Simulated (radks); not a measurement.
Species: W51+. Configuration: [Ar] 3d5. All-electron calculation, scalar-relativistic Kohn-Sham, Wu-Cohen GGA, spin-polarised, spherical densities, finite nucleus; open shells are filled with parallel spins first (spin-orbit coupling, left out, can overturn this in heavy ions); Fermi nuclear charge, rms radius 5.3658 fm. Program: a radial shooting solver on a logarithmic mesh with Libxc functionals.

Local quantities along the radius. ELF = 1/(1 + alpha^2) is the electron localisation function; alpha = (tau - tau_W)/tau_unif compares the Pauli kinetic energy density with that of the uniform gas (summed over spins); r v_xc is r times the local exchange-correlation potential of spin up (hartree bohr); s = |grad rho|/(2 (3 pi^2)^(1/3) rho^(4/3)) is the reduced gradient; -r V(r) is the screened charge that the Kohn-Sham potential of spin up presents (atomic units). tau is taken from the large components.

r (bohr)     ELF    alpha    r v_xc       s  -r V(r)
0.0006788  1.000  0.02206  -0.09994   1.094    73.81
0.0008425  0.999  0.02249   -0.1121  0.9666    73.76
0.001046   0.999  0.02323   -0.1258  0.8628    73.69
0.001298   0.999  0.02437   -0.1416  0.7793    73.60
0.001611   0.999  0.02603   -0.1602  0.7133    73.49
0.001999   0.999  0.02841   -0.1823  0.6625    73.35
0.002481   0.999  0.03182   -0.2082  0.6251    73.18
0.003104   0.999  0.03695   -0.2393  0.5992    72.97
0.003852   0.998  0.04427   -0.2733  0.5856    72.71
0.004781   0.997  0.05539   -0.3109  0.5830    72.39
0.005934   0.995  0.07294   -0.3509  0.5913    72.01
0.007364   0.990   0.1020   -0.3919  0.6109    71.55
0.00914    0.977   0.1527   -0.4317  0.6416    71.00
0.01134    0.943   0.2460   -0.4677  0.6808    70.35
0.01408    0.849   0.4224   -0.4980  0.7185    69.59
0.01747    0.647   0.7391   -0.5223  0.7268    68.70
0.02169    0.420    1.175   -0.5444  0.6565    67.68
0.02691    0.333    1.416   -0.5715  0.4908    66.52
0.0334     0.421    1.172   -0.6351  0.3332    65.23
0.04179    0.628   0.7692   -0.7457  0.2957    63.78
0.05186    0.762   0.5588   -0.8397  0.3658    62.26
0.06437    0.759   0.5630   -0.8915  0.4888    60.65
0.07989    0.569   0.8705   -0.9030  0.5999    59.01
0.09915    0.315    1.475   -0.9080  0.5282    57.38
0.1231     0.367    1.314    -1.001  0.2856    55.87
0.1527     0.667   0.7070    -1.150  0.2792    54.52
0.1895     0.812   0.4806    -1.186  0.4835    53.36
0.2352     0.799   0.5012    -1.065  0.8528    52.49
0.292      0.618   0.7857   -0.8472   1.583    51.95
0.3624     0.221    1.875   -0.5177   3.333    51.53
0.4497     0.019    7.196   -0.4528   8.491    51.45
0.5582     0.000    48.57   -0.2006   27.84    51.20

On this mesh the ELF has minima near r = 0.027, 0.11 bohr, which separate the shells, and maxima near 0.058 (0.78), 0.21 (0.82).
